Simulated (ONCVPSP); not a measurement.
## Configuration tests for Al (ONCV)

ONCVPSP 4.0.1 input, shortened (lines: element, Z, core and valence counts, functional; n l f; lmax; l rc ep ncon nbas qcut; lloc lpopt rc5 dvloc0; l nproj debl; icmod fcfact rcfact), LDA (Perdew-Zunger), non-relativistic:

```
  Al 13.00    3    1        3      upf
    1    0    2.00
    2    0    2.00
    2    1    6.00
    3    0    1.50
    2
    0    1.70    0.00    5    8    3.30
    1    1.60    0.33    3    7    4.40
    2    1.85    0.13    4    7    5.20
    4    5    1.05   -1.00
    0    2    3.30
    1    3    2.90
    2    3    0.70
    3    3.00    1.00
```

In the p channel the program set the typed energies aside and used 0.050, 2.950, 5.850 Ha.

Energies are relative to the spin-unpolarised reference configuration 3s1.5; without spin polarisation the order of configurations can differ from experiment.

Q: Give the all-electron excitation energy and the error of the potential for: 3s2 3p1; 3s2; 3s1; 3s0 3p3.

A:

| valence configuration | charge | ΔE all-electron (eV) | error AE − PS (meV) |
| --- | --- | --- | --- |
| 3s2 3p1 | 0 | -14.402 | +36 |
| 3s2 | +1 | -8.545 | +9.1 |
| 3s1 | +2 | 10.798 | +16 |
| 3s0 3p3 | 0 | -3.966 | +43 |

Note: ghosts flagged at negative energy: p at -1462.8 eV, d at -702.7 eV; GHOST(+) flagged for s at 82.6 eV. A true bound ghost makes a file unfit for plane-wave use.
